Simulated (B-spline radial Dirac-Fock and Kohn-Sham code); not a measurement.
X-ray emission lines of Pm³⁶⁺

System: promethium as Pm³⁶⁺, configuration [Ar] 3d7.

Model: multi-electron Dirac-Fock with separately optimised hole states, Breit and Lamb-shift corrections added in first order. Program: a radial finite-basis atomic code. A line energy is the difference of two single-hole energies; the list is a selection of electric-dipole transitions between resolved j subshells. No correlation.

| line | energy (eV) | wavelength (Å) |
| --- | --- | --- |
| Kβ1 | 44048.7 | 0.28147 |
| Kβ3 | 43923.9 | 0.28227 |
| Kα1 | 38768.3 | 0.31981 |
| Kα2 | 38209.6 | 0.32448 |
| Lβ3 | 6246.9 | 1.9847 |
| Lβ4 | 6122.2 | 2.0252 |
| Lη | 5543.1 | 2.2367 |
| Lℓ | 4984.5 | 2.4874 |

Values without a named source are computed, but for edge energies of neutral atoms, which are taken from tables.
